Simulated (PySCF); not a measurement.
# NMR parameters of AuCl3(PH3)

AuCl3(PH3), AuCl3H3P.

Cartesian coordinates in Å; atom numbers follow the order of the lines, from 1:
```xyz
8

Au   -0.062    1.121   -0.009
Cl    2.250    0.923    0.142
Cl   -0.020    3.417   -0.026
Cl   -2.365    1.059   -0.149
P     0.019   -1.187    0.008
H     0.651   -1.735    1.144
H     0.751   -1.742   -1.063
H    -1.223   -1.857   -0.048
```

GIAO calculations in PySCF 2.14 on the PBE0-D3(BJ)/def2-SVP structure: isolated species, scalar relativity only through the core potential, equivalent atoms averaged; basis pcSseg-1 (def2-TZVP on Au).

(1) Give the isotropic shieldings (ppm) with KT2, PBE0.

(2) And the chemical shifts, against references computed in the same way?

(3) Which part of the shielding of Cl3 depends on the functional?

Results:

(1) 
```json
{"atoms": "Cl3", "environment": "chlorine bonded to Au", "KT2": "384", "PBE0": "555"}
{"atoms": "Cl2/Cl4", "environment": "chlorine bonded to Au", "KT2": "666", "PBE0": "787"}
{"atoms": "P5", "environment": "phosphorus bonded to Au, 3 H", "KT2": "471.5", "PBE0": "450.7"}
{"atoms": "H6/H7/H8", "environment": "hydrogen on a phosphorus bonded to Au", "KT2": "26.37", "PBE0": "26.47"}
{"atoms": "HOMO–LUMO gap (eV)", "environment": "–", "KT2": "1.88", "PBE0": "3.90"}
```

(2) 
| atoms | nucleus, reference | KT2 | PBE0 |
| --- | --- | --- | --- |
| Cl3 | ³⁵Cl, HCl | 559 | 388 |
| Cl2/Cl4 | ³⁵Cl, HCl | 277 | 156 |
| P5 | ³¹P, H3PO4 | -146.1 | -140.6 |
| H6/H7/H8 | ¹H, TMS | 4.81 | 4.79 |

(3) Diamagnetic: KT2 1148, PBE0 1146 ppm; paramagnetic: KT2 -764, PBE0 -591 ppm. The diamagnetic part, set mainly by inner electrons, hardly moves; the paramagnetic part goes with low-lying magnetically allowed excitations and carries the spread.

Au is described by an effective core potential, so it has no shielding of its own here; spin–orbit effects on the atoms bonded to it, which can be large, are absent, and the values of these neighbours are rough. The averaged Cl atoms aren't alike in the static structure (σ from 632 to 701 ppm); the average presumes fast exchange among these sites. Experimental scales use liquid or dissolved standards, which lie at an offset from isolated H3PO4.
